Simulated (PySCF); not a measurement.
Trends in electronic spectra. Theory: PySCF, TDDFT PBE0/def2-SVPD, vertical, gas phase, core orbitals frozen in the response. Geometries: PBE0-D3(BJ)/def2-SVP; one conformer of each isolated species. Triplets are in the Tamm–Dancoff approximation. Atoms past krypton carry core potentials; spin–orbit coupling is left out.

**Question.** Rank by computed HOMO energy, highest first.
A. `[Cl][Ge]([Br])([Br])[Br]`
B. `[SiH3]C[SiH2][SiH3]`
C. `C[C]#[Mo]([Cl])([Cl])[Cl]`
D. `C[N](C)[GeH2][SiH2]C1CC1`

**Answer.** D (-5.90 eV), C (-7.75 eV), B (-8.10 eV), A (-8.88 eV).

```
                   SMILES  HOMO (eV)  LUMO (eV)  gap (eV)  f (S1)  T1 (eV)    S1 mainly
 C[N](C)[GeH2][SiH2]C1CC1      -5.90       0.01      5.90   0.021     4.35    H→L (97%)
C[C]#[Mo]([Cl])([Cl])[Cl]      -7.75      -3.27      4.48   0.000     2.28  H-1→L (56%)
      [SiH3]C[SiH2][SiH3]      -8.10      -0.14      7.96   0.020        –    H→L (95%)
 [Cl][Ge]([Br])([Br])[Br]      -8.88      -2.96      5.92   0.000     4.28    H→L (99%)
```

H and L stand for HOMO and LUMO; a dash means that no computed state gives the value.

- `C[N](C)[GeH2][SiH2]C1CC1`: Löwdin shares by element: HOMO nitrogen 50%, carbon 15% or more, germanium 8% (atoms not listed hold the other 27%); LUMO germanium 25%, silicon 21%, hydrogen 12% or more (atoms not listed hold the other 42%).
- `C[C]#[Mo]([Cl])([Cl])[Cl]`: for S1 the Löwdin share of molybdenum is 28% in HOMO-1 and 62% in LUMO.
- `[SiH3]C[SiH2][SiH3]`: Löwdin shares by element: HOMO silicon 64% or more, carbon 8%, hydrogen 5% or more (atoms not listed hold the other 23%); LUMO silicon 48%, carbon 11% (atoms not listed hold the other 41%).
- `[Cl][Ge]([Br])([Br])[Br]`: Löwdin shares by element: HOMO bromine 100%; LUMO bromine 64%, germanium 20% (atoms not listed hold the other 16%).
